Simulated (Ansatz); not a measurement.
CH₅B₂N at its PBE0-D4/def2-TZVP geometry, where that method's forces vanish. The species carries charge 0 and has multiplicity 1. The bonds changed during the relaxation, so this is another structure than the one it started from.

```xyz
9

B    -0.1973    0.0313   -1.1821
C    -0.5915   -0.6747    0.0379
B     0.5286    0.5408    0.2957
N    -0.5987    0.2226    1.1602
H    -0.0442    1.2636   -0.8126
H     0.1211   -0.2282   -2.2901
H    -0.5028   -1.7435    0.2066
H     1.6624    0.7944    0.5333
H    -0.3777   -0.2062    2.0512
```

(1) What forces (eV/Å) does r2SCAN-D4/def2-TZVPP give on these atoms in the Gaussian-basis code of Ansatz? (An estimate is asked.)

Results:

(1) The calculation gave: 
```
B1   0.050  0.074 -0.201
C2  -0.078 -0.172 -0.104
B3   0.132  0.039 -0.053
N4  -0.067  0.119  0.261
H5  -0.024 -0.025 -0.037
H6  -0.003  0.005  0.050
H7   0.013  0.001  0.024
H8  -0.036 -0.013  0.021
H9   0.012 -0.028  0.038
```
